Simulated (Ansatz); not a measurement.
Correlation energies of Cl3GaH2Se, SMILES `[Cl][Ga-]([Cl])([Cl])[SeH2+]` by basis set

```xyz
7

Cl    0.7682   -1.9273   -1.6333
Ga    0.7434   -0.7209    0.1425
Cl    0.3052   -1.6835    2.0108
Cl    2.0933    0.9503    0.2023
Se   -1.5638    0.4953   -0.2309
H    -1.0420    1.3726   -1.2888
H    -1.3043    1.5135    0.7973
```

The species carries charge 0 and has multiplicity 1. Correlated methods include outer-core shells of Ga, Se, which these sets cover unevenly. Scalar relativity is left out up to krypton. The geometry is a stationary point of PBE0-D4/def2-TZVP. It is one conformer, not always the lowest. Frozen core, restricted reference, Ansatz 0.2.0.

```tsv
basis	HF (Eh)	MP2 corr.
def2-SVP	-5701.97002	-0.85078
def2-TZVPP	-5702.98887	-1.07203
def2-QZVPP	-5703.11374	-1.68237
```

Question: Estimate the CCSD correlation energy and the (T) correction in each basis where they were run (hartree).

Answer: 
| basis | CCSD corr. | (T) |
| --- | --- | --- |
| def2-SVP | -0.88356 | -0.02227 |
| def2-TZVPP | -1.12062 | -0.04674 |
